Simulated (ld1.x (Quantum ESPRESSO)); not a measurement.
# palladium: one change to a TM potential, before and after

Pd (Z = 46), norm-conserving Troullier–Martins (Kleinman–Bylander form), made with ld1.x (Quantum ESPRESSO) 7.5 (LDA (PZ), scalar-relativistic). Core [Kr], reference 4d10 5s0 5p0. Waves: 5s (bound, empty): rc 2.15 bohr; 5p (bound, empty): rc 3.35 bohr; 4d (bound): rc 1.50 bohr. Local part: the d channel. Core correction: none.

All-electron outer shells of the reference configuration (LDA (PZ), scalar-relativistic, ld1.x):

```csv
shell,level (eV),outermost node (bohr),outermost maximum (bohr)
4s,-85.44,0.45,0.85
4p,-51.36,0.46,0.91
4d,-4.31,0.45,1.10
5s,-3.62,1.15,2.64
5p,-0.36,1.31,4.09
```

Change: all radii scaled by about 1.30 (s 2.80, p 4.36, d 1.94 bohr).

Cutoffs: the cutoffs (Ry, on a coarse ladder) from which the occupation-weighted sum of valence levels, in a spherical-Bessel basis at the reference potential, stays within 10 and 1 mRy of its value at 400 Ry; they do not see the model core or the augmentation charge, which bear on the density cutoff. Errors are all-electron minus pseudo energies relative to the spin-unpolarised reference configuration.

What does the change do?

The potential gets softer (70 Ry and 80 Ry → 50 Ry and 70 Ry); both files keep a bound ghost (p, s); the number of tests that count goes from 9 to 8; of the 8 tests that both files solve, the error grows in 4 and shrinks in 0 by more than 15 % and 0.3 meV (median size 76.0 → 86.3 meV). A larger radius leaves more room for a smooth pseudo-wave, so fewer plane waves are needed. More of the atom is replaced by a form fitted at one configuration, so other configurations suffer.

```tsv
quantity	base	changed
cutoff, loose	70 Ry	50 Ry
cutoff, tight	80 Ry	70 Ry
bound ghosts	s, p	s, p
tests counted (converged, no solver errors)	9 of 9	8 of 9
error for 4d9 5s0 5p0, meV [ΔE 9.39 eV]	-3.9	-9.4
error for 4d8 5s0 5p0, meV [ΔE 30.47 eV]	-55	-82
error for 4d7 5s0 5p0, meV [ΔE 65.06 eV]	-238	-297
error for 4d9 5s1 5p0, meV [ΔE 1.44 eV]	-30	-27
error for 4d6 5s0 5p0, meV [ΔE 114.62 eV]	-649	-719
error for 4d9.5 5s0 5p0, meV [ΔE 3.37 eV]	-0.1	-1.3
error for 4d9 5s0 5p0 (spin-polarised), meV [ΔE 9.24 eV]	+97	+90
error for 4d8 5s0 5p0 (spin-polarised), meV [ΔE 29.83 eV]	+421	+386
```

Changed file: Tests not counted: 4d9 5s0 5p1 (solver errors, printed error -548 eV). These tests converged, but a pseudo level misses the all-electron one widely, so the file describes the atom poorly there or has found another state: 4d7 5s0 5p0: empty 5s by 3.9 eV (a node warning on the way); 4d6 5s0 5p0: empty 5s by 10.0 eV. A true bound ghost makes a file unfit for plane-wave use even where its test errors are small: the radial tests pick states by their node count and pass the ghost by. Where a test does run into it, the solver fails or the error is huge.
